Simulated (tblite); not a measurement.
Compound: C6H7FN2Si.
Atom-mapped SMILES: `[CH2:1]=[CH:2][c:3]1[n:4][cH:5][cH:6][n:7][c:8]1[SiH2:9][F:10]` (hydrogens: H11, H12 on C1; H13 on C2; H14 on C5; H15 on C6; H16, H17 on Si9)

Geometry (GFN2-xTB, Å), atoms numbered from 1 in this order:
```
atom  x, y, z in Å
C1    -2.0275   -1.9325    0.3823
C2    -1.5177   -0.7151    0.2369
C3    -0.0928   -0.4683    0.0698
N4     0.7239   -1.5244    0.0823
C5     2.0160   -1.3151   -0.0719
C6     2.5249   -0.0337   -0.2435
N7     1.7280    1.0211   -0.2491
C8     0.4178    0.8342   -0.0965
Si9   -0.5832    2.4390   -0.1205
F10   -1.7264    2.2907   -1.2534
H11   -1.3856   -2.7971    0.3841
H12   -3.0844   -2.0968    0.5015
H13   -2.1519    0.1605    0.2294
H14    2.6509   -2.1915   -0.0549
H15    3.5811    0.1583   -0.3756
H16    0.2520    3.5441   -0.5450
H17   -1.3322    2.6388    1.1142
```

Calculated harmonic vibrations of the isolated species, GFN2-xTB (tblite), most abundant isotopes, no scaling. This tight-binding method is rough: wavenumbers can miss measured ones by several per cent, in bad cases by 10 to 20. Modes of hydrogen on silicon can be 10 to 20 % off. One conformer, not necessarily the lowest.

Harmonic wavenumbers (cm⁻¹): 46.1, 65.0, 76.2, 125.4, 170.3, 225.0, 247.1, 378.2, 396.3, 400.0, 449.1, 528.0, 566.6, 578.2, 642.3, 674.1, 719.0, 758.1, 765.2, 802.0, 834.5, 845.4, 900.5, 905.8, 1007.6, 1019.3, 1091.3, 1115.8, 1196.9, 1223.5, 1250.0, 1292.6, 1346.7, 1389.9, 1405.2, 1515.9, 1543.1, 1661.2, 2303.0, 2389.2, 3047.3, 3060.2, 3071.5, 3109.5, 3143.1.

A = 1526, B = 1035, C = 648.3 MHz; mass 154.036 u (most abundant isotopes); point group C1, symmetry number 1.

Problem. Zero-point energy?

Solution. Half the sum of the wavenumbers: 25141 cm⁻¹ = 300.75 kJ/mol.

Problem. Give the ideal-gas entropy at 273.15 K and 1 bar in the rigid-rotor, harmonic-oscillator model (classical rotation).

Solution. Translation 169.86, rotation 124.97, vibration 116.86: S = 411.7 J/(mol K).

Problem. And Cp and H(273.15 K) − H(0)?

Solution. Cp = 155.64 J/(mol K), of which vibrations give 122.38 (their classical limit is 45 R = 374.2); H(273.15 K) − H(0) = 25.82 kJ/mol without the zero-point energy, 16.73 from vibrations.

Problem. What must be added to the electronic energy to get the Gibbs energy at 273.15 K and 1 bar?

Solution. ZPE + [H(273.15 K) − H(0)] − T·S = 300.75 + 25.82 − 112.45 = 214.12 kJ/mol.

Problem. How do the functions run with temperature in this model?

Solution. 
```
 T (K)  S (J/(mol K))  Cp (J/(mol K))  H − H(0) (kJ/mol)  G − H(0) (kJ/mol)  ln q(vib)
    50          254.0            57.9               2.18             -10.52       0.63
   100          300.9            79.1               5.62             -24.46       1.98
298.15          425.8           166.6              29.85             -97.11       7.36
373.15          466.6           197.2              43.52            -130.58       9.38
   500          530.4           239.2              71.33            -193.89      12.76
   750          638.7           293.7             138.57            -340.48      19.10
  1000          728.1           326.7             216.44            -511.68      24.89
```

q(vib) and H(0) count from the zero-point level.

Problem. Blend soft modes into free rotors: weight 1/[1 + (100 cm⁻¹/ν̃)⁴] for the oscillator and the rest for a rotor with moment μB/(μ + B), μ = h/(8π²ν), B = 10⁻⁴⁴ kg m². What vibrational entropy results?

Solution. 105.78 J/(mol K) in place of 116.86, which changes −T·S at 273.15 K by +3.03 kJ/mol.

Hindered rotation and anharmonicity are outside this model. Other conformers, if any are populated, would add a mixing term that is left out. The structure is chiral; the term R ln 2 for an equal mix with its mirror image is left out.
